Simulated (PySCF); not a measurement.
PySCF 2.14 output of an unrestricted TPSSh calculation on a single atom or ion in cc-pVTZ-X2C, with scalar relativity by spin-free X2C-1e:

```
SCF conv_tol = 1e-09
number electrons alpha = 34  beta = 28
    V. N. Staroverov, G. E. Scuseria, J. Tao, and J. P. Perdew.,  J. Chem. Phys. 119, 12129 (2003)
cycle= 1 E= -11706.5717026904  delta_E= -0.0247  |g|= 0.295  |ddm|= 0.216
cycle= 2 E= -11706.5616667373  delta_E= 0.01  |g|= 0.464  |ddm|= 0.134
cycle= 3 E= -11706.5792827321  delta_E= -0.0176  |g|= 0.00782  |ddm|= 0.083
cycle= 4 E= -11706.5792904459  delta_E= -7.71e-06  |g|= 0.00143  |ddm|= 0.00255
cycle= 5 E= -11706.5792906392  delta_E= -1.93e-07  |g|= 0.00017  |ddm|= 0.00037
cycle= 6 E= -11706.5792906426  delta_E= -3.38e-09  |g|= 4.15e-06  |ddm|= 4.47e-05
cycle= 7 E= -11706.5792906426  delta_E= -1.09e-11  |g|= 2.03e-06  |ddm|= 5.7e-06
converged SCF energy = -11706.5792906426  <S^2> = 12.003826  2S+1 = 7.0010929
```

The run itself started from symmetry-adapted Hartree-Fock orbitals and held the occupation by maximum overlap, on a logarithmic radial grid, so the iterations belong to that start.

Q: Which element, charge and spin multiplicity is this?

A: Tb³⁺ (terbium, charge +3), multiplicity 7; the state was [Xe] 4f8, high-spin 7F determinant.

Spin-orbit coupling, absent here, splits the open shell strongly.
